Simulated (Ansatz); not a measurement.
Changing the shape of BeF, doublet

Calculated in Ansatz's Gaussian-basis code. Basis def2-SVP, nonrelativistic, 2 orbitals frozen in the corrections; active space CAS(9,6). Restricted Hartree–Fock, then the lowest state-specific CASSCF solution met for each case. Small basis; these aren't basis-limit values. Single-reference values can break down or jump between states where bonds are stretched. Unlike active orbitals can shift such differences by tenths of an eV, at times by over 1 eV.

Case A: bond length 2.0415 Å. A bond is stretched, to 1.33 times the sum of the covalent radii.

Case B: bond length 1.3610 Å.

Case C: bond length 4.0830 Å. A bond is stretched, to 2.67 times the sum of the covalent radii.

Energy less that of case A, in eV:

| case | RHF/ROHF | CASSCF |
| --- | --- | --- |
| B | -2.789 | -2.485 |
| C | +1.891 | +2.134 |

Give the SC-NEVPT2 energies against case A.

B: -2.132 eV (-49.2 kcal/mol); C: +3.089 eV (71.2 kcal/mol).

Which case is lowest, and do the methods agree?

B is lowest in SC-NEVPT2. Of the methods shown, RHF/ROHF, CASSCF agree.
